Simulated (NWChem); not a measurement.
# Ionisation of AlCl

```
Al
Cl 1 2.1469
```
Charge 0, spin multiplicity 1.

Everything below was run with NWChem. The geometry was optimised at PBE0/def2-SVP, a minimum by its harmonic frequencies.

Basis set: def2-TZVP. −ε marks an orbital energy of the parent.

B3LYP has NWChem's definition, with VWN1-RPA local correlation. The structure started from a generated list of species.

Task: One of these methods gave a first vertical ionisation energy of 9.00 eV. Which?
A. −ε(HOMO) of B3LYP
B. −ε(HOMO) of M06-2X
C. −ε(HOMO) of PBE
D. −ε(HOMO) of HF

Result: D, −ε(HOMO) of HF. The others give 6.05 (−ε(HOMO) of PBE), 6.83 (−ε(HOMO) of B3LYP), 7.92 (−ε(HOMO) of M06-2X).
